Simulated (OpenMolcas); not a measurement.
Zr3+ (d1) among equal point charges was computed by CASSCF with the d shell active (OpenMolcas, ANO-RCC-VDZP on the metal). Its lowest spin-free states, and all those of the highest spin:

```
2S+1  Degeneracy  E (cm-1)
   2           2       0.0
   2           1      1905
   2           1      7961
   2           1     12864
```

Is the site octahedral, tetrahedral or cube-like, axial, or of lower symmetry?

The states with 2S+1 = 2 have orbital degeneracies 2, 1, 1, 1. There are pairs but no triples, so the site is axial: not cubic, but with a proper or improper axis of order three or more. The run had Zr3+ among 6 point charges of -1.1 e arranged as a tetragonal octahedron (D4h), 2.1 Å from the ion, with the axial distance 2.310 Å.

An orbital doublet at a regular site is open to a Jahn-Teller distortion, which this geometry leaves out. This is an electrostatic model: the charges have no orbitals. No measured value stands beside these numbers.
